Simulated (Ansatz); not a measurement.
Steps of a relaxation of C2H6BrGa (`[CH3][GaH][CH2]Br`) with RKS PBE0-D4/def2-TZVP.

```sh
$ ansatz run in.yaml --threads 4 --pin off --events-out ev --progress --plain --max-ram 10444MiB
```

```yaml
crystal:
  periodic: [false, false, false]
  atoms:
    - {symbol: C, position_ang: [0.017035, 1.633501, 0.558666]}
    - {symbol: Ga, position_ang: [-0.791515, -0.076414, -0.011719]}
    - {symbol: C, position_ang: [0.393574, -1.423642, -0.892979]}
    - {symbol: Br, position_ang: [0.901215, -2.224097, 0.874181]}
    - {symbol: H, position_ang: [-0.751723, 2.390692, 0.807954]}
    - {symbol: H, position_ang: [0.634489, 1.461543, 1.464665]}
    - {symbol: H, position_ang: [0.684546, 2.041333, -0.227547]}
    - {symbol: H, position_ang: [-2.280437, -0.528193, 0.265004]}
    - {symbol: H, position_ang: [-0.063143, -2.241032, -1.479392]}
    - {symbol: H, position_ang: [1.338860, -1.084891, -1.355932]}
basis:
  gaussian: {orbitals: def2-TZVP}
hamiltonian: {xc: pbe0, dispersion: d4}
relax: {f_tol: 0.005, max_steps: 150}
```

Positions (Å) and forces (eV/Å) along the path, 13 of 36 steps:

```xyz
10
step=1 energy=-124579.4349 eV
C     0.017    1.634    0.559    0.155    0.312    0.099
Ga   -0.792   -0.076   -0.012    0.058   -0.057    0.037
C     0.394   -1.424   -0.893    0.172   -0.160   -0.250
Br    0.901   -2.224    0.874   -0.090    0.135   -0.333
H    -0.752    2.391    0.808    0.384   -0.366   -0.127
H     0.634    1.462    1.465   -0.292    0.080   -0.437
H     0.685    2.041   -0.228   -0.331   -0.189    0.396
H    -2.280   -0.528    0.265    0.174    0.056   -0.044
H    -0.063   -2.241   -1.479    0.273    0.406    0.363
H     1.339   -1.085   -1.356   -0.502   -0.217    0.296
10
step=2 energy=-124579.4654 eV
C     0.016    1.629    0.557    0.058    0.092    0.040
Ga   -0.787   -0.075   -0.010    0.038    0.002   -0.026
C     0.387   -1.412   -0.896    0.125   -0.145   -0.044
Br    0.892   -2.211    0.853   -0.021    0.025    0.024
H    -0.743    2.375    0.815    0.100   -0.111   -0.039
H     0.636    1.455    1.446   -0.083    0.023   -0.122
H     0.669    2.041   -0.223   -0.096   -0.064    0.104
H    -2.268   -0.521    0.257    0.029    0.004   -0.004
H    -0.052   -2.238   -1.459    0.043    0.190    0.041
H     1.333   -1.094   -1.339   -0.193   -0.015    0.026
10
step=4 energy=-124579.4694 eV
C     0.018    1.625    0.555    0.000    0.006    0.004
Ga   -0.783   -0.077   -0.010    0.002    0.004   -0.004
C     0.391   -1.413   -0.887    0.013   -0.013    0.010
Br    0.889   -2.211    0.859   -0.004    0.002   -0.014
H    -0.740    2.366    0.810   -0.003    0.000    0.001
H     0.635    1.455    1.441    0.002   -0.002    0.000
H     0.666    2.033   -0.223    0.001   -0.001   -0.005
H    -2.262   -0.523    0.256   -0.006   -0.001    0.001
H    -0.055   -2.220   -1.462   -0.005    0.000    0.003
H     1.325   -1.085   -1.336    0.001    0.005    0.003
10
step=8 energy=-124579.4696 eV rejected
C     0.016    1.628    0.550    0.038    0.062    0.038
Ga   -0.786   -0.068   -0.029    0.003   -0.015    0.026
C     0.403   -1.420   -0.866   -0.014    0.020   -0.013
Br    0.845   -2.235    0.883    0.000    0.001    0.008
H    -0.735    2.331    0.920    0.087   -0.061   -0.039
H     0.732    1.431    1.358   -0.074    0.030   -0.095
H     0.568    2.096   -0.273   -0.054   -0.032    0.089
H    -2.273   -0.505    0.206    0.007    0.006   -0.012
H    -0.038   -2.215   -1.459    0.011    0.000   -0.002
H     1.351   -1.094   -1.288   -0.004   -0.012    0.000
10
step=11 energy=-124579.4688 eV rejected
C     0.017    1.627    0.558   -0.031   -0.063   -0.108
Ga   -0.780   -0.069   -0.025   -0.008    0.035    0.060
C     0.398   -1.413   -0.876    0.073   -0.074   -0.056
Br    0.837   -2.218    0.882    0.010   -0.014    0.028
H    -0.735    2.333    0.906   -0.031    0.041    0.028
H     0.722    1.442    1.369    0.048   -0.013    0.058
H     0.573    2.077   -0.266    0.035    0.057   -0.012
H    -2.260   -0.511    0.213   -0.074   -0.014   -0.002
H    -0.038   -2.218   -1.462   -0.017    0.029    0.004
H     1.349   -1.099   -1.297   -0.005    0.016   -0.001
10
step=16 energy=-124579.4724 eV
C     0.018    1.625    0.550    0.035    0.033    0.018
Ga   -0.788   -0.064   -0.044   -0.004    0.007   -0.007
C     0.414   -1.422   -0.848    0.013   -0.012    0.005
Br    0.780   -2.232    0.926   -0.003    0.004   -0.014
H    -0.697    2.265    1.070    0.040   -0.028   -0.025
H     0.855    1.414    1.223   -0.047    0.019   -0.043
H     0.419    2.174   -0.309   -0.027   -0.024    0.052
H    -2.289   -0.480    0.122   -0.002    0.000    0.001
H    -0.010   -2.219   -1.452   -0.002    0.000    0.005
H     1.382   -1.112   -1.234   -0.003    0.001    0.006
10
step=19 energy=-124579.4727 eV
C     0.018    1.625    0.550    0.009    0.010    0.006
Ga   -0.789   -0.061   -0.049    0.004   -0.006    0.001
C     0.415   -1.424   -0.842    0.012   -0.006    0.007
Br    0.782   -2.238    0.928   -0.011    0.011   -0.009
H    -0.691    2.256    1.086    0.016   -0.010   -0.007
H     0.866    1.414    1.207   -0.014    0.008   -0.016
H     0.401    2.184   -0.309   -0.009   -0.006    0.019
H    -2.292   -0.474    0.108   -0.007    0.001    0.002
H    -0.010   -2.220   -1.448    0.000    0.000    0.000
H     1.383   -1.114   -1.228    0.001   -0.001   -0.001
10
step=21 energy=-124579.4736 eV
C     0.020    1.625    0.548    0.056    0.066    0.002
Ga   -0.786   -0.056   -0.068   -0.012   -0.008    0.032
C     0.424   -1.430   -0.830    0.006    0.005   -0.019
Br    0.736   -2.239    0.951   -0.001    0.001    0.004
H    -0.662    2.208    1.173    0.062   -0.046   -0.050
H     0.931    1.413    1.117   -0.085    0.031   -0.055
H     0.305    2.237   -0.316   -0.027   -0.047    0.092
H    -2.296   -0.457    0.067    0.005    0.003   -0.013
H     0.007   -2.223   -1.445    0.006    0.002    0.003
H     1.404   -1.128   -1.193   -0.009   -0.007    0.004
10
step=23 energy=-124579.4749 eV
C     0.022    1.624    0.547    0.022    0.021    0.012
Ga   -0.785   -0.055   -0.071   -0.001    0.001   -0.010
C     0.428   -1.433   -0.825   -0.005    0.005    0.002
Br    0.713   -2.237    0.965    0.000    0.000    0.000
H    -0.637    2.176    1.219    0.029   -0.017   -0.026
H     0.964    1.420    1.063   -0.036    0.014   -0.021
H     0.249    2.264   -0.313   -0.015   -0.023    0.038
H    -2.300   -0.446    0.034    0.008    0.002    0.001
H     0.015   -2.226   -1.442    0.000   -0.002    0.001
H     1.414   -1.137   -1.175    0.000   -0.001    0.003
10
step=28 energy=-124579.4763 eV
C     0.028    1.624    0.543    0.024    0.036    0.009
Ga   -0.776   -0.046   -0.099    0.014    0.007   -0.012
C     0.439   -1.446   -0.806    0.006   -0.001   -0.005
Br    0.645   -2.236    1.001    0.002   -0.005    0.012
H    -0.560    2.076    1.346    0.031   -0.015   -0.036
H     1.046    1.451    0.901   -0.049    0.013   -0.014
H     0.081    2.345   -0.280   -0.006   -0.034    0.045
H    -2.299   -0.408   -0.051   -0.011   -0.004    0.002
H     0.037   -2.240   -1.429   -0.003    0.000   -0.003
H     1.442   -1.171   -1.122   -0.008    0.003    0.002
10
step=34 energy=-124579.4768 eV
C     0.031    1.626    0.540    0.000    0.004    0.000
Ga   -0.769   -0.040   -0.118   -0.002   -0.001    0.001
C     0.445   -1.456   -0.795   -0.001    0.001    0.001
Br    0.613   -2.235    1.021    0.000    0.001    0.000
H    -0.508    2.016    1.404    0.002   -0.002   -0.003
H     1.078    1.478    0.812   -0.003    0.001   -0.001
H    -0.009    2.387   -0.246    0.000   -0.003    0.004
H    -2.298   -0.386   -0.099    0.002    0.001    0.000
H     0.045   -2.250   -1.420    0.000    0.000    0.000
H     1.455   -1.190   -1.096    0.000   -0.001    0.000
10
step=35 energy=-124579.4768 eV
C     0.032    1.626    0.539    0.000    0.002    0.000
Ga   -0.769   -0.040   -0.120    0.000    0.000    0.001
C     0.445   -1.457   -0.794    0.000    0.001    0.000
Br    0.609   -2.235    1.023    0.000    0.000    0.000
H    -0.502    2.009    1.410    0.001   -0.001   -0.001
H     1.081    1.481    0.802   -0.001    0.000    0.000
H    -0.019    2.391   -0.242    0.000   -0.001    0.002
H    -2.298   -0.383   -0.104    0.000    0.000    0.000
H     0.046   -2.251   -1.419    0.000    0.000    0.000
H     1.456   -1.192   -1.093    0.000    0.000    0.000
10
step=36 energy=-124579.4768 eV
C     0.032    1.626    0.539   -0.001   -0.001    0.001
Ga   -0.768   -0.039   -0.121    0.000    0.001   -0.002
C     0.446   -1.458   -0.794    0.000    0.001    0.000
Br    0.607   -2.235    1.024    0.000    0.000    0.001
H    -0.499    2.005    1.414    0.000    0.000    0.001
H     1.083    1.483    0.796    0.001    0.000    0.000
H    -0.025    2.393   -0.239    0.000    0.000   -0.001
H    -2.297   -0.382   -0.107    0.000    0.000    0.001
H     0.047   -2.251   -1.419    0.000    0.000    0.000
H     1.457   -1.194   -1.091    0.000    0.000    0.000
```

It took 3 min on 4 threads of an Arm Neoverse V1 on a shared host, with 0.63 GiB of host memory at the peak.
